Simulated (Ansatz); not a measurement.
Ideal-gas functions of CH4ClOSi, SMILES `CO[SiH]Cl` radical at 400 K and 1 bar, from an Ansatz frequency run at PBE0-D4/def2-TZVP.

Molar mass 95.58 g/mol, point group C1 (symmetry number 1), electronic degeneracy 2, moments of inertia 57.682, 181.59, 229.819 u Å². Harmonic wavenumbers (cm⁻¹, unscaled): 74, 95, 182, 305, 522, 683, 735, 804, 1154, 1181, 1211, 1479, 1495, 1497, 2182, 3035, 3105, 3138.

Use S(trans) = R[1.5 ln M + 2.5 ln T − 1.1517]; rotational temperatures θ = 24.2544 K / I; S(rot) = R[ln(√π/σ · √(T³/θAθBθC)) + 1.5]; for each mode x = 1.438777 ν̃/T, S = R[x/(eˣ − 1) − ln(1 − e⁻ˣ)] and H = RT x/(eˣ − 1); 1 cm⁻¹ = 0.0119627 kJ/mol; R = 8.31446 J/(mol·K).

Problem. By hand: the entropy, in J/(mol·K).

Solution. Translation 171.8. Rotation: θ = 0.4205, 0.1336, 0.1055 K, giving 113.3. Vibration, mode by mode: 19.34, 17.28, 11.98, 7.95, 4.20, 2.66, 2.30, 1.89, 0.68, 0.63, 0.58, 0.26, 0.25, 0.24, 0.03, 0.00, 0.00, 0.00, in all 70.3. Electronic 5.8. Sum 361.2 J/(mol·K).

Problem. By hand: H − E and G − E in kJ/mol, counted from the electronic energy.

Solution. Zero-point energy ½ × 22877 × 0.0119627 = 136.8; thermal vibration 13.9; translation, rotation and pV give 4 RT = 13.3. H − E = 164.0 kJ/mol, and G − E = 164.0 − 400 × 361.2/1000 = 19.5 kJ/mol.

Vibration gives 19 % of the entropy, 36.6 J/(mol·K) of it from the modes under 150 cm⁻¹: soft modes count most, and the harmonic formula is weakest for them. The sum counts one conformer and one mirror image; others add a mixing term.
